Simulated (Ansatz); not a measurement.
Start from `CC[SiH2]O` and change one atom or group to get `O[SiH2]CS`.

Ansatz, PBE0-D4/def2-TZVP geometries, multiplicity 1. Each molecule was computed in one conformer, which needn't be the lowest.

```json
{"property": "LUMO energy (ωB97M-V/def2-TZVPP) / eV", "`CC[SiH2]O`": "1.93"}
{"property": "LUMO energy (PBE0/def2-TZVPP) / eV", "`CC[SiH2]O`": "0.38"}
{"property": "HOMO energy (PBE/def2-TZVPP) / eV", "`CC[SiH2]O`": "-6.67"}
{"property": "HOMO energy (B3LYP/def2-TZVPP) / eV", "`CC[SiH2]O`": "-7.86"}
{"property": "HOMO energy (PBE0/def2-TZVPP) / eV", "`CC[SiH2]O`": "-8.05"}
{"property": "HOMO–LUMO gap (B3LYP/def2-TZVPP) / eV", "`CC[SiH2]O`": "7.93"}
```

Give the same properties after the change, and the shifts. (An estimate is asked.)

The calculation gave: 
```
                             property  `O[SiH2]CS`  shift
LUMO energy (ωB97M-V/def2-TZVPP) / eV         1.88  -0.05
   LUMO energy (PBE0/def2-TZVPP) / eV         0.09  -0.29
    HOMO energy (PBE/def2-TZVPP) / eV        -5.85   0.82
  HOMO energy (B3LYP/def2-TZVPP) / eV        -6.84   1.02
   HOMO energy (PBE0/def2-TZVPP) / eV        -7.07   0.98
HOMO–LUMO gap (B3LYP/def2-TZVPP) / eV         6.69  -1.24
```

With PBE0 the HOMO rises by 0.98 eV and the LUMO falls by 0.29 eV, so the gap narrows by about 1.27 eV. PBE moves the HOMO by 0.82 eV and ωB97M-V by 1.04 eV. The zero-point energy changes by -73.3 kJ/mol with -6 modes.

B3LYP here is the variant with VWN-RPA as its local correlation; programs differ in this.
